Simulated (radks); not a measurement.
Results of a calculation; reference values are marked as such.
The holmium ion Ho28+, 39 electrons, occupied as [Kr] 4d3 (the NIST ground configuration). Level of theory: scalar-relativistic Kohn-Sham, PBE, spin-polarised, spherical densities, point nucleus; open shells are filled with parallel spins first (spin-orbit coupling, left out, can overturn this in heavy ions) (a radial shooting solver on a logarithmic mesh with Libxc functionals).

Normalised radial functions P(r) = r R(r), r in bohr:

r,4s down,4d up
0.002731,0.2763,0.0002
0.004009,0.3487,0.0006
0.005934,0.4178,0.0018
0.008711,0.4540,0.0050
0.01289,0.4121,0.0141
0.01893,0.2358,0.0377
0.02801,-0.1134,0.0973
0.04113,-0.5306,0.2269
0.06086,-0.7156,0.4734
0.08936,-0.2630,0.8034
0.1322,0.7078,0.9991
0.1957,0.9727,0.5892
0.2873,-0.3413,-0.5499
0.4252,-1.6949,-1.5582
0.6243,-1.2358,-1.2916
0.9239,-0.2723,-0.3954
1.356,-0.0145,-0.0354
2.007,-0.0001,-0.0005

4s down: eigenvalue -1270.0 eV, 3 radial nodes at r = 0.0251, 0.100, 0.267 bohr, <r> = 0.478 bohr, 90 % of the charge inside 0.677 bohr. 4d up: eigenvalue -1006.6 eV, 1 radial node at r = 0.244 bohr, <r> = 0.498 bohr, 90 % of the charge inside 0.726 bohr.
